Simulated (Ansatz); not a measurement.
Species: AuCl, net charge 0, triplet state. The spin state was set by rule; other spins were not relaxed. SMILES of the parent species: [Au][Cl]
Structure (B3LYP-D3(BJ)/def2-TZVP (Ansatz, an electronic-structure program) minimum search):
```xyz
2

Au     0.0000     0.0000    -0.4243
Cl     0.0000     0.0000     1.9716
```
Charge 0, spin multiplicity 3.

Computed values are from Ansatz. Correlated levels leave the core frozen unless marked. Open shells are spin-unrestricted. Spin-orbit coupling is left out. The frozen core is the preceding noble-gas configuration, with the filled d and f shells of earlier blocks. In def2 rows, elements after Kr have scalar-relativistic effective core potentials. CBS marks a two-point X^-3 extrapolation of the correlation energy; Hartree-Fock from the larger set.

```
Property                                                             Result
---------------------  ----------------------------------------------------
atomisation energy De  9.8 kcal/mol at CCSD(T)/CBS(def2-TZVPPD,def2-QZVPPD)
total energy           -594.9061 Eh at CCSD(T)/CBS(def2-TZVPPD,def2-QZVPPD)
dipole moment                                   2.17 D at CCSD(T)/def2-SVPD
T1 diagnostic                                     0.039 at CCSD/def2-QZVPPD
```
